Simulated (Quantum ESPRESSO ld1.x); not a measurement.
Sm III, configuration [Xe] 4f6 (the NIST ground configuration). Calculated with ld1.x of Quantum ESPRESSO 7.5: non-relativistic Kohn-Sham, LDA (Slater exchange, VWN5 correlation), spin-polarised, spherical densities, point nucleus; open shells are filled with parallel spins first; relativity is left out, which matters for an element this heavy.

Unscreened Slater integrals over Kohn-Sham orbitals (hartree). They are taken over the spin-up orbitals.

integral      value
F0(4f,4f)    1.0165
F2(4f,4f)   0.47341
F4(4f,4f)   0.29510
F6(4f,4f)   0.21176
F0(4f,5p)   0.64466
F2(4f,5p)   0.22267
G2(4f,5p)   0.11891
G4(4f,5p)  0.091102
F0(4f,5s)   0.70539
G3(4f,5s)   0.12802
F0(4f,4d)    1.1524
F2(4f,4d)   0.54476
F4(4f,4d)   0.34596
G1(4f,4d)   0.64039
G3(4f,4d)   0.40038
G5(4f,4d)   0.28258
F0(5p,5p)   0.53845
F2(5p,5p)   0.28986
F0(5p,5s)   0.56831
G1(5p,5s)   0.38838
F0(5p,4d)   0.67753
F2(5p,4d)   0.18296
G1(5p,4d)  0.049432
G3(5p,4d)  0.048462
F0(5s,5s)   0.60488
F0(5s,4d)   0.74802
G2(5s,4d)  0.068260
F0(4d,4d)    1.3423
F2(4d,4d)   0.68257
F4(4d,4d)   0.45641

Derived for the open shells (J is the average intra-shell exchange parameter used in DFT+U). 4f: F4/F2 = 0.623, F6/F2 = 0.447, J = (286 F2 + 195 F4 + 250 F6)/6435 = 0.03821 hartree.
